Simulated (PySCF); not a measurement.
## A survey of ²⁹Si NMR shifts

PySCF calculation with shieldings: GIAO PBE0/pcSseg-1 and GFN2-xTB structure; non-relativistic Hamiltonian, no solvent model, rapidly exchanging positions averaged, one conformer.

Shieldings were converted by a linear fit to measured shifts: ²⁹Si (scatter 8.9 ppm rms, 25.8 ppm with the 6 outliers that the fit left out vs TMS, solution or neat liquid). A few per cent of atoms miss by over 2 rms, more outside the fitted compound classes.

Give the ²⁹Si shifts of `CC#C[Si@H](CSC)[SiH2]F`, `C[SiH2]C1=CSC[SiH2][C@@H]1F`, `C#CC#C[Si@@H](C=O)[SiH2]N`, `C[SiH2][Si@H](O[SiH3])N([SiH3])[SiH3]`, `CC#CC([SiH3])(C#N)C#N`, `CCc1ccoc1N([SiH3])[SiH3]`, `C#Cc1cnncc1[SiH3]`, `C#C[Si@H]1C=C(N=C)[SiH2]O1`, `CS[C@@H]1[SiH2]C=C[SiH2][C@H]1F`.

## Answers


```json
{"compound": "[CH3:1][C:2]#[C:3][Si@H:4]([CH2:5][S:6][CH3:7])[SiH2:8][F:9]", "environment": "Si8: silicon bonded to F, Si, 2 H", "δ (ppm)": "-0.5"}
{"compound": "[CH3:1][C:2]#[C:3][Si@H:4]([CH2:5][S:6][CH3:7])[SiH2:8][F:9]", "environment": "Si4: silicon bonded to 2 C, Si, H", "δ (ppm)": "-70.9"}
{"compound": "[CH3:1][SiH2:2][C:3]1=[CH:4][S:5][CH2:6][SiH2:7][C@@H:8]1[F:9]", "environment": "Si2: silicon bonded to 2 C, 2 H", "δ (ppm)": "-39.8"}
{"compound": "[CH3:1][SiH2:2][C:3]1=[CH:4][S:5][CH2:6][SiH2:7][C@@H:8]1[F:9]", "environment": "Si7: silicon bonded to 2 C, 2 H, in a 6-membered ring", "δ (ppm)": "-62.4"}
{"compound": "[CH:1]#[C:2][C:3]#[C:4][Si@@H:5]([CH:6]=[O:7])[SiH2:8][NH2:9]", "environment": "Si8: silicon bonded to N, Si, 2 H", "δ (ppm)": "-55.1"}
{"compound": "[CH:1]#[C:2][C:3]#[C:4][Si@@H:5]([CH:6]=[O:7])[SiH2:8][NH2:9]", "environment": "Si5: silicon bonded to 2 C, Si, H", "δ (ppm)": "-81.6"}
{"compound": "[CH3:1][SiH2:2][Si@H:3]([O:4][SiH3:5])[N:6]([SiH3:7])[SiH3:8]", "environment": "Si3: silicon bonded to N, O, Si, H", "δ (ppm)": "-13.8"}
{"compound": "[CH3:1][SiH2:2][Si@H:3]([O:4][SiH3:5])[N:6]([SiH3:7])[SiH3:8]", "environment": "Si5: silicon bonded to O, 3 H", "δ (ppm)": "-42.9"}
{"compound": "[CH3:1][SiH2:2][Si@H:3]([O:4][SiH3:5])[N:6]([SiH3:7])[SiH3:8]", "environment": "Si7/8: silicon bonded to N, 3 H (×2)", "δ (ppm)": "-47.8"}
{"compound": "[CH3:1][SiH2:2][Si@H:3]([O:4][SiH3:5])[N:6]([SiH3:7])[SiH3:8]", "environment": "Si2: silicon bonded to C, Si, 2 H", "δ (ppm)": "-76.0"}
{"compound": "CC#CC([SiH3])(C#N)C#N", "environment": "silicon bonded to C, 3 H", "δ (ppm)": "-42.8"}
{"compound": "CCc1ccoc1N([SiH3])[SiH3]", "environment": "silicon bonded to N, 3 H (×2)", "δ (ppm)": "-49.6"}
{"compound": "C#Cc1cnncc1[SiH3]", "environment": "silicon bonded to C, 3 H", "δ (ppm)": "-68.0"}
{"compound": "[CH:1]#[C:2][Si@H:3]1[CH:4]=[C:5]([N:6]=[CH2:7])[SiH2:8][O:9]1", "environment": "Si8: silicon bonded to C, O, 2 H, in a 5-membered ring", "δ (ppm)": "-23.5"}
{"compound": "[CH:1]#[C:2][Si@H:3]1[CH:4]=[C:5]([N:6]=[CH2:7])[SiH2:8][O:9]1", "environment": "Si3: silicon bonded to 2 C, O, H, in a 5-membered ring", "δ (ppm)": "-24.2"}
{"compound": "[CH3:1][S:2][C@@H:3]1[SiH2:4][CH:5]=[CH:6][SiH2:7][C@H:8]1[F:9]", "environment": "Si4: silicon bonded to 2 C, 2 H, in a 6-membered ring", "δ (ppm)": "-49.2"}
{"compound": "[CH3:1][S:2][C@@H:3]1[SiH2:4][CH:5]=[CH:6][SiH2:7][C@H:8]1[F:9]", "environment": "Si7: silicon bonded to 2 C, 2 H, in a 6-membered ring", "δ (ppm)": "-53.2"}
```
